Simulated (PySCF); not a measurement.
CH₁₁ClSi₄, SMILES Cl[SiH2]C[SiH]([SiH3])[SiH3]. Geometry optimised at PBE-D3(BJ)/def2-SVP. This is a generated structure with no PubChem entry under its InChIKey; it may be hypothetical. One conformer was computed; it need not be the lowest.

Computed equilibrium geometry at PBE-D3(BJ)/def2-SVP (PySCF confirms it by a frequency run) as bond lengths and angles (one conformer of several):
Atoms: Si1 Si2 Si3 C4 Si5 Cl6 H7 H8 H9 H10 H11 H12 H13 H14 H15 H16 H17. Bond lengths (Å): Si1–Si2 2.354, Si1–H7 1.506, Si1–H8 1.507, Si1–H9 1.508, Si2–Si3 2.357, Si2–C4 1.914, Si2–H10 1.506, Si3–H11 1.507, Si3–H12 1.506, Si3–H13 1.505, C4–Si5 1.880, C4–H14 1.111, C4–H15 1.113, Si5–Cl6 2.090, Si5–H16 1.502, Si5–H17 1.502. Angles (°): Si2–Si1–H7 111.0, Si2–Si1–H8 111.1, Si2–Si1–H9 109.4, H7–Si1–H8 108.7, H7–Si1–H9 108.5, H8–Si1–H9 108.1, Si1–Si2–Si3 108.8, Si1–Si2–C4 109.4, Si1–Si2–H10 109.1, Si3–Si2–C4 111.3, Si3–Si2–H10 108.8, C4–Si2–H10 109.5, Si2–Si3–H11 109.7, Si2–Si3–H12 109.6, Si2–Si3–H13 111.3, H11–Si3–H12 108.4, H11–Si3–H13 108.7, H12–Si3–H13 109.0, Si2–C4–Si5 114.5, Si2–C4–H14 108.6, Si2–C4–H15 108.8, Si5–C4–H14 110.1, Si5–C4–H15 107.3, H14–C4–H15 107.3, C4–Si5–Cl6 109.5, C4–Si5–H16 109.9, C4–Si5–H17 112.2, Cl6–Si5–H16 107.7, Cl6–Si5–H17 107.7, H16–Si5–H17 109.7.
